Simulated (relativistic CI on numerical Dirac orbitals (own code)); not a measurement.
# Tc2+: 4s photoemission

Computed with this model: Dirac-Coulomb-Breit CI, separate exchange-only KLI orbitals for each configuration, model QED (radiative potential, 1s self-energy scaled to tabulated hydrogen-like ionisation energies), valence Slater integrals scaled by 0.8, multiplet model of photoemission in the sudden approximation; configurations [Kr] 4d5 → [Ar] 3d10 4s 4p6 4d5; 80 K; Lorentzian 1.4 eV and Gaussian 0.6 eV FWHM. Energies are those of the free ion, without screening or charge transfer. The energies are binding energies and can lie tens of eV above those of solids. Without intra-shell correlation the exchange splitting of an s hole comes out too large, often by half or more. S is read from ⟨S²⟩ = S(S + 1).

Field parameters in Wybourne normalisation: Td as Oh with Dq negative (B⁴₀ = 21Dq, B⁴₄ = √(5/14) B⁴₀). The field is a parameter set, without covalency.

free ion: ground-state S = 2.49, centroid 102.92 eV. Peaks (eV, height): 99.6 (100), 107.6 (71).

Td, 10Dq = -16850 cm⁻¹: ground-state S = 0.67, centroid 103.28 eV. Peaks (eV, height): 102.6 (100), 105.4 (39).

Strongest unbroadened transitions for Td, 10Dq = -16850 cm⁻¹:

```tsv
Energy (eV)	Relative strength
99.75	7.4
101.86	8.8
101.87	3.4
101.90	20.9
102.46	14.3
102.47	16.2
102.48	1.3
102.72	67.6
102.73	100.0
102.86	40.2
104.48	1.6
104.70	2.6
104.85	1.7
105.37	45.8
105.51	31.7
107.16	2.2
107.20	1.0
107.78	1.9
```
